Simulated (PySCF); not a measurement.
Atom-mapped SMILES (the numbers label the heavy atoms): `[CH2:1]=[CH:2][O:3][SiH:4]([CH3:5])[CH3:6]` (H(Xn): hydrogen on atom n). Ha(C1) is cis to O3; Hb(C1) is trans to O3.

One computed conformer, relativity neglected, in vacuum, averaged over atoms made equivalent by symmetry, fast rotation or ring inversion. NMR shieldings at CAM-B3LYP/pcSseg-2/GIAO; geometry: PBE0-D3(BJ)/def2-SVP; PySCF 2.14.

References, each an isolated molecule treated in the same way: TMS for ¹³C (σ = 182.55 ppm) and ¹H (σ = 31.34 ppm) and ²⁹Si (σ = 328.96 ppm); H2O for ¹⁷O (σ = 329.76 ppm).

```json
{"atoms": "C2", "nucleus": "¹³C", "count": "1", "δ (ppm)": "162.2"}
{"atoms": "Si4", "nucleus": "²⁹Si", "count": "1", "δ (ppm)": "11.9"}
{"atoms": "H(Si4)", "nucleus": "¹H", "count": "1", "δ (ppm)": "?"}
{"atoms": "H(C5)/H(C6)", "nucleus": "¹H", "count": "6", "δ (ppm)": "0.23"}
{"atoms": "C1", "nucleus": "¹³C", "count": "1", "δ (ppm)": "102.0"}
{"atoms": "H(C2)", "nucleus": "¹H", "count": "1", "δ (ppm)": "6.68"}
{"atoms": "C5/C6", "nucleus": "¹³C", "count": "2", "δ (ppm)": "?"}
{"atoms": "Hb(C1)", "nucleus": "¹H", "count": "1", "δ (ppm)": "4.30"}
{"atoms": "O3", "nucleus": "¹⁷O", "count": "1", "δ (ppm)": "?"}
{"atoms": "Ha(C1)", "nucleus": "¹H", "count": "1", "δ (ppm)": "4.72"}
```

**Question.** Estimate the values marked ?.

**Answer.** 
- C5/C6: -1.2 ppm, methyl carbon bonded to Si; an electropositive neighbour leaves it electron-rich and shielded
- H(Si4): 4.99 ppm, hydrogen on a silicon bonded to 2 C, O
- O3: 130.6 ppm, oxygen bonded to C, Si

Shifts are as computed, not scaled to solution data. Of 1313 compounds with measured shifts, 239 miss one by over three times the rms of a fit or turn the order of signals round; such compounds aren't used in these exercises. Experimental scales use liquid or dissolved standards, which lie at an offset from isolated H2O (liquid H2O: subtract about 36 ppm).
